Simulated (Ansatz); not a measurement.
Energy on a grid of two coordinates

SiHClOF (SMILES [O][SiH](F)Cl), doublet, PBE0-D4/def2-TZVP minimum:

O1  (-1.463, 0.648, 0.261)
Si2  (0.064, 0.094, -0.020)
F3  (1.014, 0.255, 1.233)
Cl4  (-0.253, -1.875, -0.370)
H5  (0.687, 0.804, -1.146)
(Å)

Rows set the bond length O1–Si2 (Å; 1.648 at the minimum), columns the angle H5–Si2–O1 (°; 111.1), set in this order; the parts move rigidly, in a bend the first-named atom's side turns in the plane, and in a torsion the whole end group turns. CCSD(T) energies count from the value at that structure, in kcal/mol. Ansatz 0.2.0; basis: def2-TZVPP; cores frozen in the correlated methods; orbitals are unrestricted.

| O1–Si2 \ H5–Si2–O1 | 87.1 | 99.1 | 111.1 | 123.1 | 135.1 |
| --- | --- | --- | --- | --- | --- |
| 1.417 | 38.93 | 33.97 | 31.56 | 32.65 | 38.39 |
| 1.537 | ? | 8.51 | ? | 7.99 | 14.41 |
| 1.712 | ? | 2.60 | 0.87 | 3.32 | 10.38 |
| 1.916 | 21.03 | 15.93 | 14.87 | 17.96 | 25.46 |
| 2.143 | 42.49 | ? | 37.76 | 41.30 | – |

Problem. Fill in the withheld cells. (An estimate is asked for; the value comes from the calculation.)

Solution. By the calculation: (1.537, 87.1): 14.10; (1.537, 111.1): 6.27; (1.712, 87.1): 8.27; (2.143, 99.1): 38.19 kcal/mol. These count from the CCSD(T) energy at the PBE0-D4 minimum.

The same grid for a cheaper method: HF − CCSD(T), both counted from the minimum, in kcal/mol:
```
O1–Si2 \ H5–Si2–O1  87.1   99.1  111.1  123.1  135.1
             1.417  2.28  -0.39  -0.98  -0.40   0.97
             1.537  1.62  -0.47  -0.93  -0.44   0.77
             1.712  2.44   1.02   0.75   1.26   2.44
             1.916  4.61   3.71   3.66   4.29   5.55
             2.143  7.27   6.78   6.90   7.52      –
```

T1 diagnostic: at most 0.026. ⟨S²⟩ of the unrestricted Hartree–Fock references: 0.76 to 0.82 (a pure state has 0.75). The unrestricted reference is spin-contaminated, which hurts MP2 most.

For scale, one of the runs: CCSD(T)/def2-TZVPP, 160 basis functions (an equivalent command: `ansatz run in.yaml --threads 4`). Time: 77 s of wall clock on 4 CPU threads; the host was shared. Peak host memory: 2.9 GiB.
